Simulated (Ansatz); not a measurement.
Harmonic frequencies (cm⁻¹) at PBE0-D4/def2-TZVP from Ansatz: 182, 193, 209, 262, 290, 576, 708, 713, 1057.

(1) Which molecule is it?
A. `[O]=[W](=[O])([F])[Cl]`
B. `[NH2][W](=[O])(=[O])[F]`
C. `[O]=[W]([F])([F])=[S]`
D. `[F][W](=[S])(=[S])[Cl]`

Answers

(1) C.
